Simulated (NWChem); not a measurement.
ZnH2S2; SMILES [SH][Zn][SH]

Program: NWChem. Coordinates come from a PBE0/def2-SVP optimisation. One conformer.

Diagonal of the polarisability tensor at B3LYP/def2-SVPD, static: 102.07, 56.47, 56.45 bohr³.

Find the mean polarisability volume, the molar refraction, and the refractive index that an ideal gas of it would have at 273.15 K and 1 atm.


1. Mean: one third of the trace = 71.66 bohr³ × 0.14818 Å³/bohr³ = 10.62 Å³.
2. Molar refraction (Lorentz-Lorenz): (4π/3) N_A α = 26.8 cm³/mol.
3. Number density p/kT = 2.687 × 10⁻⁵ Å⁻³; n − 1 = 2π N α = 17.93 × 10⁻⁴.
4. These hold the electronic response alone: vibrational and orientational terms add to the static dielectric constant.
